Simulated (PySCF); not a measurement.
**Broadened absorption spectrum of C4H7NOSi**

Compound: C₄H₇NOSi.
SMILES with atom numbers: `[CH:1]#[C:2][Si@@:3]([CH3:4])([NH2:5])[CH:6]=[O:7]` (hydrogens: H8 on C1; H9, H10, H11 on C4; H12, H13 on N5; H14 on C6)

Cartesian coordinates in Å at the GFN2-xTB level; atoms count from 1:
```
atom  x, y, z in Å
C1    -0.0993   -0.5146   -2.8869
C2    -0.0072   -0.2602   -1.7155
Si3    0.1115    0.1398    0.0944
C4     0.0106   -1.4337    1.1510
N5     1.6036    0.9444    0.3814
C6    -1.4363    1.2481    0.4262
O7    -1.3632    2.3860    0.8213
H8    -0.1757   -0.7389   -3.9123
H9     0.8807   -2.0587    0.9789
H10   -0.0346   -1.2085    2.2128
H11   -0.8689   -2.0181    0.8996
H12    1.7265    1.8885    0.0522
H13    2.0940    0.8085    1.2499
H14   -2.4423    0.8170    0.2249
```

Level of theory: TDDFT B3LYP/def2-SVPD, vertical, gas phase, core orbitals frozen in the response in PySCF. GFN2-xTB frequencies show an imaginary mode (48i cm⁻¹), so this geometry is no minimum at that level.

Each state is given a Gaussian of 0.5 eV full width at half maximum, with ε(max) = 2.175×10⁸ f / Δν̃ (Δν̃ the width in cm⁻¹). The width is an assumption, not a result. The curve ends short of the highest state used, and states not computed would add to its high-energy end.

| E (eV) | ε (L mol⁻¹ cm⁻¹) |
| --- | --- |
| 2.41 | 0 |
| 2.47 | 1 |
| 2.52 | 2 |
| 2.58 | 4 |
| 2.64 | 8 |
| 2.69 | 14 |
| 2.75 | 25 |
| 2.81 | 41 |
| 2.86 | 59 |
| 2.92 | 84 |
| 2.98 | 111 |
| 3.03 | 132 |
| 3.09 | 151 |
| 3.15 | 158 |
| 3.20 | 156 |
| 3.26 | 141 |
| 3.32 | 119 |
| 3.38 | 92 |
| 3.43 | 70 |
| 3.49 | 47 |
| 3.55 | 29 |
| 3.60 | 18 |
| 3.66 | 10 |
| 3.72 | 5 |
| 3.77 | 3 |
| 3.83 | 1 |
| 3.89 | 0 |
| 3.94 | 0 |
| 4.00 | 0 |
| 4.06 | 0 |
| 4.12 | 0 |
| 4.17 | 0 |
| 4.23 | 0 |
| 4.29 | 1 |
| 4.34 | 1 |
| 4.40 | 2 |
| 4.46 | 5 |
| 4.51 | 8 |
| 4.57 | 13 |
| 4.63 | 21 |
| 4.68 | 30 |
| 4.74 | 44 |
| 4.80 | 61 |
| 4.85 | 78 |
| 4.91 | 103 |
| 4.97 | 135 |
| 5.03 | 174 |
| 5.08 | 216 |
| 5.14 | 279 |
| 5.20 | 362 |
| 5.25 | 450 |
| 5.31 | 584 |
| 5.37 | 752 |
| 5.42 | 921 |
| 5.48 | 1155 |
| 5.54 | 1422 |

(1) Locate the maxima and give the states behind the curve.

(2) Coming from long wavelengths, where does ε first pass 100 L mol⁻¹ cm⁻¹?

(3) Does any computed singlet lie in the visible range?

(4) On this curve, what absorbance would a 10⁻⁵ mol/L sample give at 280 nm over a 1 cm path?

## Answers

(1) 393 nm (3.16 eV), ε about 160, made up of S1 (100%) (ε in L mol⁻¹ cm⁻¹; maxima over ε = 5, shares over 10%). At its high-energy end, 5.54 eV, the curve is still rising (ε about 1400, from S4, S5 and S7). The states used: S1 3.16 eV (f 0.0029); S2 4.92 eV (f 0.0009); S3 5.25 eV (f 0.0031); S4 5.49 eV (f 0.0042); S5 5.67 eV (f 0.018); S6 5.88 eV (f 0.0072); S7 6.00 eV (f 0.040); S8 6.14 eV (f 0.012).

(2) At about 420 nm (2.96 eV), 0.20 eV below S1.

(3) S1 lies in the visible range (380 to 750 nm), at 393 nm, f = 0.0029; light of that wavelength is violet, and its complementary colour is yellow-green; a Tamm–Dancoff triplet lies at 497 nm, without intensity as long as spin–orbit coupling is left out.

(4) 280 nm is 4.428 eV, where ε is about 3.3 L mol⁻¹ cm⁻¹, so A = ε c l ≈ 3.3e-05 (Beer–Lambert, with the gas-phase spectrum and the assumed width).

One conformer stands for the species.
